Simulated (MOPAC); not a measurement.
MOPAC input (AM1):

```
AM1 1SCF UHF MS=0.5 GEO-OK AUX(PRECISION=9) THREADS=1
C4H2ClO

Cl    1.96704700 1    0.34742800 1    0.07532700 1
C     0.28798700 1    0.01282100 1    0.02885100 1
C    -0.36824900 1   -1.08748800 1    0.46489600 1
O    -1.67948100 1   -1.01746300 1    0.27337900 1
C    -1.91564900 1    0.20414300 1   -0.32750800 1
C    -0.74697200 1    0.86572800 1   -0.49599200 1
H    -2.94264100 1    0.42354800 1   -0.55460200 1
H    -0.60402000 1    1.83864900 1   -0.93448500 1
```

Output:

```
 *******************************************************************************
 **                                                                           **
 **                              MOPAC v23.2.5                                **
 **                                                                           **
 *******************************************************************************
 ** MOPAC's Digital Object Identifier: https://doi.org/10.5281/zenodo.6511958 **
 **                                                                           **
 ** Please cite the open-source release paper for use of this MOPAC version:  **
 ** J. E. Moussa and J. J. P. Stewart (2026)                                  **
 ** MOPAC: An open-source semiempirical molecular orbital program             **
 ** J. Open Source Softw., 11(119), 8025, https://doi.org/10.21105/joss.08025 **
 *******************************************************************************

                              AM1 CALCULATION RESULTS

 *******************************************************************************
 *  AM1        - The AM1 Hamiltonian to be used
 *  GEO-OK     - OVERRIDE INTERATOMIC DISTANCE AND OTHER SAFETY CHECKS
 *  UHF        - UNRESTRICTED HARTREE-FOCK CALCULATION
 *  MS=        - IN MECI, MAGNETIC COMPONENT OF SPIN =  0.5
 *  1SCF       - DO 1 SCF AND THEN STOP
 *  AUX        - OUTPUT AUXILIARY INFORMATION
 *******************************************************************************
AM1 1SCF UHF MS=0.5 GEO-OK AUX(PRECISION=9) THREADS=1
 C4H2ClO

   ATOM   CHEMICAL          X               Y               Z
  NUMBER   SYMBOL      (ANGSTROMS)     (ANGSTROMS)     (ANGSTROMS)

     1      Cl          1.96704700  *   0.34742800  *   0.07532700  *
     2       C          0.28798700  *   0.01282100  *   0.02885100  *
     3       C         -0.36824900  *  -1.08748800  *   0.46489600  *
     4       O         -1.67948100  *  -1.01746300  *   0.27337900  *
     5       C         -1.91564900  *   0.20414300  *  -0.32750800  *
     6       C         -0.74697200  *   0.86572800  *  -0.49599200  *
     7       H         -2.94264100  *   0.42354800  *  -0.55460200  *
     8       H         -0.60402000  *   1.83864900  *  -0.93448500  *

          CARTESIAN COORDINATES

    NO.       ATOM           X           Y           Z

     1        Cl          1.9670      0.3474      0.0753
     2         C          0.2880      0.0128      0.0289
     3         C         -0.3682     -1.0875      0.4649
     4         O         -1.6795     -1.0175      0.2734
     5         C         -1.9156      0.2041     -0.3275
     6         C         -0.7470      0.8657     -0.4960
     7         H         -2.9426      0.4235     -0.5546
     8         H         -0.6040      1.8386     -0.9345

  H: (AM1): M.J.S. DEWAR ET AL, J. AM. CHEM. SOC. 107 3902-3909 (1985)
  C: (AM1): M.J.S. DEWAR ET AL, J. AM. CHEM. SOC. 107 3902-3909 (1985)
  O: (AM1): M.J.S. DEWAR ET AL, J. AM. CHEM. SOC. 107 3902-3909 (1985)
 Cl: (AM1): M.J.S. DEWAR AND E. G. ZOEBISCH, THEOCHEM, 180, 1 (1988).

           Empirical Formula: C4 H2 O Cl  =     8 atoms

      MOLECULAR POINT GROUP   :   Cs

          UHF CALCULATION, NO. OF ALPHA ELECTRONS =   16
                           NO. OF BETA  ELECTRONS =   15

 -------------------------------------------------------------------------------
 AM1 1SCF UHF MS=0.5 GEO-OK AUX(PRECISION=9) THREADS=1
 C4H2ClO

     1SCF WAS SPECIFIED, SO BFGS WAS NOT USED
     SCF FIELD WAS ACHIEVED

                              AM1 CALCULATION
                                                       MOPAC v23.2.5 Linux

          FINAL HEAT OF FORMATION =         80.12828 KCAL/MOL =     335.25672 KJ/MOL

          COSMO AREA              =        119.71 SQUARE ANGSTROMS
          COSMO VOLUME            =        107.79 CUBIC ANGSTROMS

          IONIZATION POTENTIAL    =          9.807351 EV
          ALPHA SOMO LUMO (EV)    =         -9.978  0.214
          BETA  SOMO LUMO (EV)    =         -9.807 -2.447
          NO. OF ALPHA ELECTRONS  =         16
          NO. OF BETA  ELECTRONS  =         15
          MOLECULAR WEIGHT        =        101.5122         POINT GROUP:  Cs

          MOLECULAR DIMENSIONS (Angstroms)

            Atom       Atom       Distance
            H     7   Cl     1     4.95052
            H     8    C     3     3.21984
            C     3    C     5     0.00000

          SCF CALCULATIONS        =          1

   ATOM   CHEMICAL          X               Y               Z
  NUMBER   SYMBOL      (ANGSTROMS)     (ANGSTROMS)     (ANGSTROMS)

     1      Cl          1.96704700  *   0.34742800  *   0.07532700  *
     2       C          0.28798700  *   0.01282100  *   0.02885100  *
     3       C         -0.36824900  *  -1.08748800  *   0.46489600  *
     4       O         -1.67948100  *  -1.01746300  *   0.27337900  *
     5       C         -1.91564900  *   0.20414300  *  -0.32750800  *
     6       C         -0.74697200  *   0.86572800  *  -0.49599200  *
     7       H         -2.94264100  *   0.42354800  *  -0.55460200  *
     8       H         -0.60402000  *   1.83864900  *  -0.93448500  *

                             CARTESIAN COORDINATES

   1   Cl        1.967047000     0.347428000     0.075327000
   2    C        0.287987000     0.012821000     0.028851000
   3    C       -0.368249000    -1.087488000     0.464896000
   4    O       -1.679481000    -1.017463000     0.273379000
   5    C       -1.915649000     0.204143000    -0.327508000
   6    C       -0.746972000     0.865728000    -0.495992000
   7    H       -2.942641000     0.423548000    -0.554602000
   8    H       -0.604020000     1.838649000    -0.934485000

           Empirical Formula: C4 H2 O Cl  =     8 atoms

      MOLECULAR POINT GROUP   :   Cs

          ALPHA EIGENVALUES
 -43.49227 -38.52913 -34.24892 -30.12969 -23.12109 -22.44607 -18.71540 -17.24250
 -15.91058 -15.32177 -14.65499 -14.14744 -12.54508 -11.38245 -10.51997  -9.97805
   0.21448   0.30490   0.81375   2.14532   2.84030   3.48573   3.63768   4.03611
   4.37931   5.76756

           BETA EIGENVALUES
 -43.21016 -38.39199 -34.15228 -29.33431 -23.01593 -22.14875 -18.56946 -16.51853
 -15.80389 -15.20374 -14.67092 -13.53248 -12.50502 -11.23915  -9.80735  -2.44739
   0.76581   0.87492   1.83326   2.43980   3.02225   3.67335   3.73239   4.11170
   4.41314   5.92137

              NET ATOMIC CHARGES AND DIPOLE CONTRIBUTIONS

  ATOM NO.   TYPE          CHARGE      No. of ELECS.   s-Pop       p-Pop
    1         Cl           0.086251        6.9137     1.98305     4.93070
    2          C          -0.105561        4.1056     1.25871     2.84685
    3          C           0.009360        3.9906     1.61058     2.38006
    4          O          -0.063417        6.0634     1.86756     4.19585
    5          C          -0.059539        4.0595     1.26583     2.79371
    6          C          -0.241386        4.2414     1.23155     3.00983
    7          H           0.196884        0.8031     0.80312
    8          H           0.177408        0.8226     0.82259
 DIPOLE           X         Y         Z       TOTAL
 POINT-CHG.    -0.720     1.304    -0.698     1.645
 HYBRID        -0.233     1.802    -0.873     2.016
 SUM           -0.952     3.106    -1.570     3.608

          ATOMIC ORBITAL ELECTRON POPULATIONS

     Atom    s        px        py        pz
    1 Cl   1.98305   1.06602   1.93537   1.92931
    2  C   1.25871   0.90316   0.96645   0.97724
    3  C   1.61058   0.75727   1.05042   0.57238
    4  O   1.86756   1.30207   1.30460   1.58919
    5  C   1.26583   0.99375   0.88607   0.91389
    6  C   1.23155   0.92229   1.02799   1.05956
    7  H   0.80312
    8  H   0.82259

                    (SZ)    =    0.500000
                    (S**2)  =    0.871258

          ATOMIC ORBITAL SPIN POPULATIONS

    Atom   Total    s     px     py     pz
         Atomic
    1 Cl  0.0403  0.001 -0.031  0.012  0.059
    2  C  0.6463  0.038  0.036  0.123  0.450
    3  C  0.1564  0.008  0.000  0.007  0.141
    4  O -0.0103  0.002 -0.002 -0.014  0.004
    5  C  0.6009  0.035  0.037  0.111  0.418
    6  C -0.4222 -0.028 -0.048 -0.081 -0.265
    7  H -0.0311 -0.031
    8  H  0.0198  0.020

 **********************
 *                    *
 * JOB ENDED NORMALLY *
 *                    *
 **********************

 == MOPAC DONE ==
```

The geometry given is a B3LYP-D3(BJ)/def2-TZVP minimum.

The determinant is spin-contaminated: <S^2> is 0.87 against 0.75 for a pure state.
